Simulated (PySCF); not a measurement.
# Energy of Bi (bismuth, neutral) between two integer charges

The 6p alpha orbital of [Xe] 4f14 5d10 6s2 6p3 is emptied in steps (occupation f), with all orbitals relaxed, ending at [Xe] 4f14 5d10 6s2 6p2. All numbers are calculated (PySCF 2.14, scalar relativity through the core potential, in aug-cc-pVTZ-PP with ECP60MDF). The exact energy is a straight line in f; departures are measured from the line between the end points of the same method.

```
  f  UHF (eV)  LDA (eV)  PBE (eV)  PBE0 (eV)  r2SCAN (eV)  LC-wPBE (eV)  BHandHLYP (eV)  wB97X (eV)  BLYP (eV)  B3LYP (eV)
  1     0.000     0.000     0.000      0.000        0.000         0.000           0.000       0.000      0.000       0.000
0.8     0.072    -0.561    -0.544     -0.392       -0.512        -0.004          -0.252      -0.044     -0.556      -0.436
0.6     0.106    -0.848    -0.820     -0.589       -0.763        -0.004          -0.380      -0.070     -0.840      -0.656
0.4     0.104    -0.852    -0.823     -0.589       -0.757        -0.002          -0.381      -0.072     -0.845      -0.659
0.2     0.068    -0.571    -0.550     -0.392       -0.502         0.001          -0.255      -0.050     -0.566      -0.441
  0     0.000     0.000     0.000      0.000        0.000         0.000           0.000       0.000      0.000       0.000
```

For wB97X, how does the orbital energy at f = 1 compare with the removal energy?

−ε = 8.044 eV against a total-energy difference of 8.310 eV. By Janak's theorem ε = ∂E/∂f, so the gap between them reflects the curvature. Along the path −ε is 8.134 (f = 0.8), 8.238 (f = 0.6), 8.357 (f = 0.4), 8.491 (f = 0.2) eV.

| method | E(f=0) − E(f=1) (eV) | −ε at f=1 (eV) | −ε at f=0.4 (eV) |
| --- | --- | --- | --- |
| UHF | 8.219 | 8.682 | 8.121 |
| LDA | 8.761 | 5.280 | 9.450 |
| PBE | 8.576 | 5.194 | 9.249 |
| PBE0 | 8.648 | 6.204 | 9.139 |
| r2SCAN | 8.767 | 5.554 | 9.422 |
| LC-wPBE | 8.694 | 8.666 | 8.708 |
| BHandHLYP | 8.488 | 6.920 | 8.799 |
| wB97X | 8.310 | 8.044 | 8.357 |
| BLYP | 8.352 | 4.902 | 9.034 |
| B3LYP | 8.570 | 5.863 | 9.108 |

Reference removal energy between the ground levels: 7.286 eV (measured; NIST Atomic Spectra Database, ionization energies). The calculation has no spin-orbit coupling. UHF lacks correlation.
